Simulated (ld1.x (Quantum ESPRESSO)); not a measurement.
# PBE PAW dataset for N, scalar-relativistic all-electron reference.

nitrogen, PAW, made with ld1.x (Quantum ESPRESSO) 7.5 (PBE, scalar-relativistic). Core [He], reference 2s2 2p2 (charge +1). Waves: 2s (bound): rcut 0.65, rcutus 0.85 bohr; 2s channel at -0.05 Ry: rcut 0.65, rcutus 0.85 bohr; 2p (bound): rcut 1.75, rcutus 1.85 bohr; 2p channel at -0.9 Ry: rcut 1.75, rcutus 1.85 bohr; 3d channel at 0.15 Ry: rc 1.45 bohr. Local part: the d channel. Core correction: a·sin(br)/r model core inside 0.85 bohr. Augmentation charge: BESSEL, radius 0.65 bohr.

All-electron outer shells of the reference configuration (PBE, scalar-relativistic, ld1.x):

```tsv
shell	level (eV)	outermost node (bohr)	outermost maximum (bohr)
2s	-32.46	0.32	0.99
2p	-20.69	–	0.92
```

(1) Estimate the cutoffs (Ry, on a coarse ladder) from which the occupation-weighted sum of valence levels, in a spherical-Bessel basis at the reference potential, stays within 10 and 1 mRy of its value at 400 Ry.

(2) Does the potential have ghost states?

(3) Is the overlap operator S = 1 + Σ q|β⟩⟨β| positive definite (Bessel basis up to 400 Ry)?

(4) Which valence shell sets the plane-wave cutoff?

Answers

(1) 45 Ry and 60 Ry.

(2) No extra level below or beside the all-electron valence levels (s, p, d, f tested).

(3) Yes: its lowest eigenvalue is 0.45 (s channel).

(4) 2s: its level needs 55 Ry to come within 1 mRy, against 25 Ry for 2p.

Its largest configuration-test error is +7.0 meV (2s2 2p3). Test run stopped at test 3 of 7 (negative rho).
